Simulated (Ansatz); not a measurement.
Reaction (ligand exchange at a B–Br bond): `ClBBr` + NH₃ → `NBCl` + HBr

Gas-phase electronic energies from Ansatz, PBE0-D4/def2-TZVP geometries. CBS: MP2 limit from def2 TZ/QZ plus the TZ coupled-cluster correction, frozen cores. This one scheme is used for every species. Functionals use def2-TZVPP. HSE06 is defined as in plane-wave codes. For Br outer-core shells are correlated without core-valence functions, which leaves a few kJ/mol of doubt a bond. Scalar relativity is left out up to krypton. One conformer a species, not always the lowest.

| level | ΔE (kJ/mol) | difference from CCSD(T)/CBS |
| --- | --- | --- |
| PBE-D4 | -56.3 | -1.6 |
| BLYP-D4 | -60.6 | -5.9 |
| PBE0-D4 | -58.7 | -4.0 |
| ωB97X-V | -61.2 | -6.5 |
| ωB97M-V | -62.2 | -7.5 |
| B2PLYP | -60.6 | -5.9 |
| r2SCAN0 | -60.2 | -5.5 |
| HSE06 | -59.2 | -4.5 |
| BHLYP | -66.9 | -12.2 |
| RPA@PBE/def2-TZVPP | -54.9 | -0.2 |
| MP2/def2-SVP | -69.0 | -14.3 |
| CCSD/def2-SVP | -73.2 | -18.5 |
| HF/def2-TZVPP | -66.1 | -11.4 |
| CCSD/def2-TZVPP | -59.5 | -4.8 |
| SCS-MP2/def2-QZVPP | -55.2 | -0.5 |
| HF/CBS(def2) | -66.7 | -12.0 |
| CCSD(T)/CBS | -54.7 | 0 |

Largest T1 diagnostic among the species: 0.011.

From BLYP to BHLYP (50 % exact exchange), in def2-TZVPP and without D4, ΔE moves by −4.9 kJ/mol. Leaving LDA and LC-ωPBE aside and taking each functional with its dispersion term where it has one, the values, not all of them listed here, spread over 14.6 kJ/mol, from CAM-B3LYP-D4 to revPBE-D4. LDA lies −11.6 kJ/mol from PBE without D4.
